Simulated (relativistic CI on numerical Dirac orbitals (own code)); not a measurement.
## Level scheme of Tl27+

Computed by Dirac-Coulomb-Breit CI, KLI orbitals optimised for each configuration, a model potential for QED, unscaled Slater integrals (own radial code, finite nucleus).

Configurations in the expansion (outside the closed core [Ar] 3d10): 4s2.4p6.4d10.4f8, 4s2.4p6.4d10.4f7.5s, 4s2.4p6.4d9.4f9, 4s2.4p6.4d10.4f6.5s2, 4s2.4p6.4d10.4f7.5p, 4s2.4p5.4d10.4f9, 4s.4p6.4d10.4f9, 4s2.4p6.4d10.4f7.6s, 4s2.4p6.4d10.4f7.7s, 4p6.4d10.4f10, 4s.4p6.4d10.4f7.5s2, 4s.4p6.4d10.4f8.5s. Levels of other configurations are missing.

The lowest level is 4s2.4p6.4d10.4f8 7F_6, with 69 % of that term; Hund's rules for 4s2.4p6.4d10.4f8 give 7F with J = 6, in agreement.

```
No.     Configuration  Term   J  E (cm⁻¹)   %  Landé g  Lifetime (s)
  1  4s2.4p6.4d10.4f8    7F   6       0.0  69    1.431              
  2  4s2.4p6.4d10.4f8    7F   4   16169.3  41    1.420      7.36e+03
  3  4s2.4p6.4d10.4f8    7F   5   20818.4  79    1.450      2.64e-03
  4  4s2.4p6.4d10.4f8    7F   3   31236.9  65    1.446      3.88e-03
  5  4s2.4p6.4d10.4f8    7F   2   32103.2  54    1.439      1.47e+01
  6  4s2.4p6.4d10.4f8    7F   1   39909.0  68    1.452      1.53e-02
  7  4s2.4p6.4d10.4f8    7F   0   40661.5  65               9.78e+00
  8  4s2.4p6.4d10.4f8    3H   6   55165.0  20    1.107      4.99e-04
  9  4s2.4p6.4d10.4f8    7F   4   60077.7  49    1.384      3.78e-04
 10  4s2.4p6.4d10.4f8    5L  10   69362.6  63    1.150              
 11  4s2.4p6.4d10.4f8    5D   4   71991.3  28    1.102      5.04e-04
 12  4s2.4p6.4d10.4f8    5H   7   74602.3  25    1.103      2.70e-03
 13  4s2.4p6.4d10.4f8    5H   5   78042.1  31    1.124      5.33e-04
 14  4s2.4p6.4d10.4f8    3P   2   80042.7  38    1.393      2.70e-04
 15  4s2.4p6.4d10.4f8    5L   8   81472.5  37    1.098      1.32e-01
 16  4s2.4p6.4d10.4f8    5L   9   82657.8  61    1.125      1.51e-02
 17  4s2.4p6.4d10.4f8    5G   3   83527.8  41    0.885      7.06e-04
 18  4s2.4p6.4d10.4f8    5L   6   86372.7  32    0.985      5.85e-04
 19  4s2.4p6.4d10.4f8    5G   2   90412.7  65    0.513      1.19e-03
 20  4s2.4p6.4d10.4f8    5F   5   95426.4  29    1.220      3.75e-04
 21  4s2.4p6.4d10.4f8    3H   6   95636.7  25    1.123      7.01e-04
 22  4s2.4p6.4d10.4f8    5L   7   97591.7  34    1.083      2.21e-03
 23  4s2.4p6.4d10.4f8    3P   0   99310.6  37               2.38e-04
 24  4s2.4p6.4d10.4f8    5D   3  101818.8  41    1.352      3.39e-04
 25  4s2.4p6.4d10.4f8    3H   5  101905.0  23    1.155      4.56e-04
 26  4s2.4p6.4d10.4f8    5F   4  102663.2  35    1.217      1.28e-03
 27  4s2.4p6.4d10.4f8    3I   7  104589.3  27    1.126      2.11e-03
 28  4s2.4p6.4d10.4f8    5I   8  107305.9  43    1.139      1.90e-03
 29  4s2.4p6.4d10.4f8    5I   4  111382.8  37    0.840      6.34e-04
 30  4s2.4p6.4d10.4f8    5P   2  111661.9  30    1.508      1.29e-03
 31  4s2.4p6.4d10.4f8    5F   1  114033.4  38    0.699      2.32e-04
 32  4s2.4p6.4d10.4f8    3O  10  114075.3  31    1.024      7.66e-04
 33  4s2.4p6.4d10.4f8    5H   4  114879.3  33    0.992      8.15e-04
 34  4s2.4p6.4d10.4f8    5K   9  115260.9  44    1.148      1.01e-03
 35  4s2.4p6.4d10.4f8    5G   6  115769.4  48    1.235      1.68e-03
 36  4s2.4p6.4d10.4f8    5D   3  117059.8  54    1.445      2.32e-04
 37  4s2.4p6.4d10.4f8    5F   2  117542.8  33    1.141      7.17e-04
 38  4s2.4p6.4d10.4f8    5K   8  117793.6  49    1.112      2.83e-03
 39  4s2.4p6.4d10.4f8    5H   6  119309.6  39    1.096      9.78e-04
 40  4s2.4p6.4d10.4f8    5I   5  119625.4  27    0.964      3.83e-04
 41  4s2.4p6.4d10.4f8    5H   3  120962.2  52    0.707      6.91e-04
 42  4s2.4p6.4d10.4f8    5G   5  121984.4  26    1.114      1.31e-03
 43  4s2.4p6.4d10.4f8    3D   3  123060.8  26    1.260      3.68e-04
 44  4s2.4p6.4d10.4f8    5D   4  127423.2  24    1.156      3.03e-04
 45  4s2.4p6.4d10.4f8    3O  12  127640.1  77    1.060              
 46  4s2.4p6.4d10.4f8    5F   1  127822.6  32    1.044      1.73e-04
 47  4s2.4p6.4d10.4f8    5L   6  128238.6  24    0.992      3.46e-04
 48  4s2.4p6.4d10.4f8    3O  11  128530.1  56    1.041      4.00e-03
 49  4s2.4p6.4d10.4f8    5I   7  132434.9  29    1.116      1.29e-03
 50  4s2.4p6.4d10.4f8    5I   5  132691.2  30    0.978      8.09e-04
 51  4s2.4p6.4d10.4f8    3M   8  132731.4  35    1.015      6.92e-04
 52  4s2.4p6.4d10.4f8    3N   9  134614.9  34    1.014      5.97e-04
 53  4s2.4p6.4d10.4f8    5I   6  135163.1  24    1.077      4.90e-04
 54  4s2.4p6.4d10.4f8    5P   3  135975.2  22    1.205      5.86e-04
 55  4s2.4p6.4d10.4f8    5D   1  136645.7  56    1.724      1.15e-03
 56  4s2.4p6.4d10.4f8    5P   2  139066.0  21    1.209      2.90e-04
 57  4s2.4p6.4d10.4f8    5K   6  141609.3  26    1.025      3.22e-04
 58  4s2.4p6.4d10.4f8    5H   7  141664.4  49    1.166      1.05e-03
 59  4s2.4p6.4d10.4f8    5D   0  142102.6  63               2.02e-03
 60  4s2.4p6.4d10.4f8    5G   4  142235.6  42    1.140      4.01e-04
 61  4s2.4p6.4d10.4f8    3M  10  143140.3  66    1.065      3.21e-03
 62  4s2.4p6.4d10.4f8    3H   4  145901.0  23    1.028      4.10e-04
 63  4s2.4p6.4d10.4f8    3P   2  145981.2  26    1.156      4.55e-04
 64  4s2.4p6.4d10.4f8    5H   7  147873.9  25    1.099      3.08e-04
 65  4s2.4p6.4d10.4f8    3F   3  148042.8  35    1.016      7.82e-04
 66  4s2.4p6.4d10.4f8    3K   7  149830.1  29    1.038      6.57e-04
 67  4s2.4p6.4d10.4f8    3M   9  150631.2  54    1.042      1.36e-03
 68  4s2.4p6.4d10.4f8    5H   5  151157.1  33    1.133      3.09e-04
 69  4s2.4p6.4d10.4f8    3P   1  151748.8  34    1.514      5.44e-04
 70  4s2.4p6.4d10.4f8    3K   8  152221.2  54    1.060      1.10e-03
```

Energies count from the lowest computed level; lifetimes are radiative, by E1, M1, E2, M2 decay to levels of this space only; some are left blank where a channel outside the calculation adds to the decay or the decay crosses a small, uncertain gap.

The mean weight of the leading LS term, summed over parents, in these 70 levels is 40 %, and that of the leading jj configuration (from the same eigenvectors) 58 %, so jj coupling describes them better and the LS labels are nominal.

At this charge energies of transitions that change n are usually good to better than 1 %, and those within a shell (Δn = 0) to a few per cent. Terms inside the open d or f shell come out 10 to 20 % too wide with unscaled integrals.

LS names give the leading component of a level, which can be under half, so a name can repeat, a term be missing and a line seem to break the LS rules.
